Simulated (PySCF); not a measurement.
HSZn, SMILES [SH][Zn+], charge +1. Atoms are numbered in the order given.

```xyz
3

Zn     0.0017     0.7778     0.0000
S     -0.0823    -1.3677     0.0000
H      1.2674    -1.4518     0.0000
```
Charge +1, spin multiplicity 1.

Geometry optimised at PBE0-D3(BJ)/def2-TZVP. The spin state was assumed, not searched. The isomer is the one that the SMILES or the coordinates give; other isomers of the formula were not compared.

Calculation: r2SCAN/def2-TZVPD (PySCF).

Symmetry labels are those of the subgroup Cs that the program uses (full group Cs).

Q: List the valence orbital energies around the gap with their symmetry. (An estimate is asked for; the answer gives what the named calculation found.)

A: 
| orbital | symmetry | energy (eV) |
|---|---|---|
| HOMO−7 | A' | -20.14 |
| HOMO−6 | A' | -20.03 |
| HOMO−5 | A" | -20.02 |
| HOMO−4 | A" | -19.95 |
| HOMO−3 | A' | -19.94 |
| HOMO−2 | A' | -16.14 |
| HOMO−1 | A' | -14.62 |
| HOMO | A" | -12.37 |
| LUMO | A' | -10.87 |
| LUMO+1 | A' | -7.00 |
| LUMO+2 | A" | -6.56 |
| LUMO+3 | A' | -5.03 |
